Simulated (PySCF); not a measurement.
**Bond length, frequency and bond energy of NbC by level of theory**

State: ²Δ (doublet), unpaired electrons δ ↑. Set-up: basis Nb x2c-TZVPPall, C x2c-TZVPPall; spin-free X2C with a Gaussian nucleus; PySCF 2.14. De refers to Nb (4d4 5s1) + C in their high-spin ground configurations, without counterpoise correction. The functionals are run spin-unrestricted. A positive dipole means Nb(−)C(+). Levels whose curve was spin-contaminated or gave no clean fit are not listed.

```json
{"Level": "ROHF", "Re (Å)": "1.631", "ωe (cm⁻¹)": "1206", "De (eV)": "n/a", "μ (D)": "-7.40", "CPU s a point (SCF and correlation, without the integrals)": "2.6"}
{"Level": "ROHF-CCSD", "Re (Å)": "1.681", "ωe (cm⁻¹)": "1069", "De (eV)": "4.61", "μ (D)": "n/a", "CPU s a point (SCF and correlation, without the integrals)": "n/a"}
{"Level": "B97-3", "Re (Å)": "1.668", "ωe (cm⁻¹)": "1097", "De (eV)": "5.53", "μ (D)": "-6.52", "CPU s a point (SCF and correlation, without the integrals)": "5"}
{"Level": "ωB97X-V", "Re (Å)": "1.653", "ωe (cm⁻¹)": "1135", "De (eV)": "5.37", "μ (D)": "-6.82", "CPU s a point (SCF and correlation, without the integrals)": "17"}
```

Correlated steps freeze 15 core orbitals. The metal atom is held in its measured ground configuration; semilocal functionals can put another filling of s and d lower by some tenths of an eV, and De to that atom would be smaller. Spin–orbit coupling is left out, which matters for elements this heavy, above all for dissociation energies. The CCSD T1 diagnostic is raised, a sign that a single reference may not be enough here. UHF is strongly spin-contaminated for NbC, so the ROHF reference used there is far from stable. With d or f electrons several states lie close, and the lowest PBE0 determinant need not be the measured ground state.

The whole job (state search and all levels along the bond) took about 28 min on 2 threads of Arm Neoverse V1 (shared host), peak memory 5.8 GiB.
